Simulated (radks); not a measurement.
Ce2+, configuration [Xe] 5d1 6s1 (not the ground configuration).

All-electron calculation, Dirac Kohn-Sham, PBEsol, spin-unpolarised, spherical densities, point nucleus; open shells are shared between the two j in proportion to 2j + 1. Program: a radial shooting solver on a logarithmic mesh with Libxc functionals.

Energy parts (hartree):
| part | energy |
|---|---|
| total | -8860.8958 |
| kinetic | 9506.9442 |
| electron-nucleus | -21540.2528 |
| Hartree | 3378.2098 |
| exchange-correlation | -205.7969 |

Orbitals (lengths in bohr, moments of r in powers of bohr):
\begin{tabular}{lrrrrrr}
orbital & occ. & eigenvalue (hartree) & <1/r> & <r^4> & <r> & small-component weight \\ \hline
1s1/2 & 2 & -1478.827 & 63.33 & 1.777e-06 & 0.02458 & 4.61e-02 \\
2s1/2 & 2 & -237.4427 & 14.93 & 0.0002926 & 0.1048 & 1.00e-02 \\
2p1/2 & 2 & -224.2416 & 14.91 & 0.0001841 & 0.08797 & 1.00e-02 \\
2p3/2 & 4 & -207.8431 & 13.51 & 0.0002295 & 0.09418 & 9.44e-03 \\
3s1/2 & 2 & -51.86381 & 5.385 & 0.01194 & 0.2785 & 3.06e-03 \\
3p1/2 & 2 & -46.27411 & 5.299 & 0.01111 & 0.2682 & 3.00e-03 \\
3p3/2 & 4 & -43.05300 & 4.949 & 0.01313 & 0.2804 & 2.84e-03 \\
3d3/2 & 4 & -33.27301 & 4.814 & 0.01005 & 0.2515 & 2.72e-03 \\
3d5/2 & 6 & -32.58141 & 4.726 & 0.01059 & 0.2553 & 2.67e-03 \\
4s1/2 & 2 & -11.19358 & 2.241 & 0.3018 & 0.6356 & 9.53e-04 \\
4p1/2 & 2 & -9.11362 & 2.139 & 0.3523 & 0.6537 & 8.88e-04 \\
4p3/2 & 4 & -8.41309 & 2.024 & 0.4132 & 0.6806 & 8.34e-04 \\
4d3/2 & 4 & -4.99237 & 1.812 & 0.6234 & 0.7324 & 6.93e-04 \\
4d5/2 & 6 & -4.86848 & 1.784 & 0.6556 & 0.7418 & 6.78e-04 \\
5s1/2 & 2 & -2.18586 & 0.9044 & 8.658 & 1.477 & 2.27e-04 \\
5p1/2 & 2 & -1.59139 & 0.8096 & 13.50 & 1.634 & 1.86e-04 \\
5p3/2 & 4 & -1.47791 & 0.7696 & 16.03 & 1.705 & 1.72e-04 \\
5d3/2 & 0.4 & -0.67502 & 0.5590 & 61.72 & 2.314 & 9.50e-05 \\
5d5/2 & 0.6 & -0.66284 & 0.5506 & 65.15 & 2.346 & 9.25e-05 \\
6s1/2 & 1 & -0.57287 & 0.3669 & 261.0 & 3.490 & 4.72e-05 \\
\end{tabular}

The highest occupied level is 6s1/2 at -15.589 eV. The density falls to 0.001 e/bohr^3 at r = 4.47 bohr.
